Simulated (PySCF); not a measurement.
Match each property card to its molecule.

Structures:
1. `C=C/C=C\C(F)=C(F)F`
2. `C=CC[SiH2]O[SiH2][SiH3]`
3. `O=C(O)C#CC(Cl)(Cl)Cl`
4. `[H]/N=C\C(C)(C)C`

Card P (geometry GFN2-xTB):
* Rotational constants A, B, C: 1.729, 0.960, 0.777 GHz
* Static isotropic polarisability (PBE0/def2-SVPD): 119.1 au
* Point group: C1
* Isotropic shieldings of nuclei other than C and H, by class (GIAO PBE0/pcSseg-1): 330 (1 O), 379 (1 Si), 379 (1 Si), 469 (1 Si) ppm
* HOMO energy (PBE0/def2-SVPD): -7.18 eV
* Lowest singlet excitation (TDDFT PBE0/def2-SVPD): 5.69 eV (218 nm, f = 0.021)
* Strongest line among the 6 lowest singlet transitions (TDDFT PBE0/def2-SVPD): S4 at 6.59 eV (188 nm, f = 0.125)

Card Q (geometry GFN2-xTB):
- Rotational constants A, B, C: 1.497, 0.491, 0.472 GHz
- Static isotropic polarisability (PBE0/def2-SVPD): 100.9 au
- Lowest triplet excitation (Tamm–Dancoff) (TDA PBE0/def2-SVPD): 4.17 eV
- Strongest line among the 6 lowest singlet transitions (TDDFT PBE0/def2-SVPD): S3 at 5.42 eV (229 nm, f = 0.059)
- 13C chemical shifts (computed TMS as zero) by class (GIAO PBE0/pcSseg-1): 156.6 (1 C), 102.7 (1 C), 90.6 (1 C), 85.7 (1 C) ppm

Card R (geometry GFN2-xTB):
* Rotational constants A, B, C: 4.447, 2.759, 2.709 GHz
* Static isotropic polarisability (PBE0/def2-SVPD): 68.6 au
* 13C chemical shifts (computed TMS as zero) by class (GIAO PBE0/pcSseg-1): 184.4 (1 C), 39.7 (1 C), 26.9 (3 C) ppm
* Lowest triplet excitation (Tamm–Dancoff) (TDA PBE0/def2-SVPD): 4.40 eV
* Point group: Cs
* Isotropic shieldings of nuclei other than C and H, by class (GIAO PBE0/pcSseg-1): -69 (1 N) ppm
* HOMO energy (PBE0/def2-SVPD): -7.20 eV

Card S (geometry GFN2-xTB):
* Rotational constants A, B, C: 4.374, 0.768, 0.653 GHz
* Static isotropic polarisability (CAM-B3LYP/def2-SVPD): 90.4 au
* 13C chemical shifts (computed TMS as zero) by class (GIAO PBE0/pcSseg-1): 169.0 (1 C), 142.1 (1 C), 141.1 (1 C), 138.2 (1 C), 130.6 (1 C), 118.2 (1 C) ppm
* Strongest line among the 8 lowest singlet transitions (TDDFT CAM-B3LYP/def2-SVPD): S1 at 4.94 eV (251 nm, f = 1.017)
* HOMO energy (CAM-B3LYP/def2-SVPD): -7.71 eV

Each SMILES stands for a single optimised conformer of the isolated species, non-relativistic unless stated; the electronic structure was computed with PySCF and density fitting. NMR classes are plain means over equivalent atoms (diastereotopic ones count apart unless rotation or inversion swaps them), as if these changed places fast.

Question: Which card belongs to which structure?

Answer: P = 2, Q = 3, R = 4, S = 1. What ties each card to its structure:
- 1 (card S), C6H5F3, monoisotopic mass 134.0 u, 9 heavy atoms: 6 C in 6 classes; the least shielded carbon (169.0 ppm) is a =CF2 carbon; an asymmetric top with C = 0.653 GHz; polarisability 90.4 au for 68 electrons.
- 2 (card P), C3H12OSi3, monoisotopic mass 148.0 u, 7 heavy atoms: an asymmetric top with C = 0.777 GHz; polarisability 119.1 au for 80 electrons.
- 3 (card Q), C4HCl3O2, monoisotopic mass 185.9 u, 9 heavy atoms: 4 C in 4 classes; the least shielded carbon (156.6 ppm) is a carboxylic acid carbon; an asymmetric top with C = 0.472 GHz, the lowest such constant on the cards; polarisability 100.9 au for 92 electrons. NMR values of atoms bound to several Cl lack the spin–orbit term that these neighbours bring.
- 4 (card R), C5H11N, monoisotopic mass 85.1 u, 6 heavy atoms: 5 C in 3 classes; the least shielded carbon (184.4 ppm) is an imine carbon; an asymmetric top with C = 2.709 GHz, the highest such constant on the cards; polarisability 68.6 au for 48 electrons.
